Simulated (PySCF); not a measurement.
# What a mistake does to a calculation on Cl2H2OSi

Calculated results; nothing here was measured. They come from PySCF 2.14.0, an open-source quantum chemistry program, on an isolated molecule that a program drew, which may never have been made. The molecule is Cl2H2OSi (charge 0, singlet), drawn as the SMILES string `O[SiH](Cl)Cl`.

Each row is a Hartree-Fock (HF) and frozen-core CCSD(T) single point in the cc-pV(D+d)Z basis, meant for a local HF minimum. Run 1 is clean. Each other run has one planted mistake out of seven kinds, and not every kind appears here: one electron removed, one electron added, multiplicity raised by two, geometry at a saddle point, minimal basis STO-3G, one bond length entered in bohr, all coordinates scaled. The reference is restricted for singlets and unrestricted otherwise, and also for a bond in bohr. Adding or removing an electron swaps singlet and doublet. Electrons count all cores. HOMO and LUMO are orbital energies over both spins, the gradient is its largest component, and the lowest frequency (negative if imaginary) is given only where the gradient is small. Bond lengths are over the 5 bonds as drawn. T1 is the CCSD diagnostic: over 0.02 (restricted) or 0.045 (unrestricted) a single reference is doubtful.

Geometry of the clean run:
```xyz
6
Cl2H2OSi, angstrom
O    -0.5246   -0.2479    1.1469
Si   -0.0470    0.9589    0.1777
Cl   -1.6620    2.0188   -0.5151
Cl    1.1678    2.2677    1.1894
H    -1.0157   -0.0804    1.9385
H     0.6786    0.3816   -0.9427
```

```
run,electrons,basis functions,<S^2>,HOMO (eV),LUMO (eV),gradient (hartree/bohr),lowest frequency (cm^-1),mean bond (Å),longest bond (Å),T1,HF (hartree),CCSD(T) (hartree),mistake
1,58,93,0.000,-12.53,4.37,2.4e-05,193,1.6250,2.052,0.0099,-1284.13668,-1284.74216,no fault
2,57,93,0.760,-18.00,-9.82,8.3e-02,-,1.6250,2.052,0.0763,-1283.72270,-1284.32053,one electron removed
3,58,93,0.956,-9.33,-0.92,1.0e-02,-,1.9902,3.878,0.0282,-1284.00125,-1284.58100,one bond length entered in bohr
4,59,93,0.756,2.97,9.01,8.5e-02,-,1.6250,2.052,0.0355,-1283.99797,-1284.61693,?
```

**Which mistake was planted in run 4, and what did it cost?**

It counts 59 electrons, one more than the clean run, at the same geometry and basis. So the mistake is: one electron added. Subtracting run 1 and multiplying by 627.51 kcal/mol a hartree, the energy moved by 87.0 kcal/mol in HF and 78.6 kcal/mol in CCSD(T).

Cautions from the logs. Run 2: T1 is over the limit, so its CCSD(T) energy is less reliable; run 4: the HOMO is above zero, so the electron isn't bound and the energy depends on the basis.
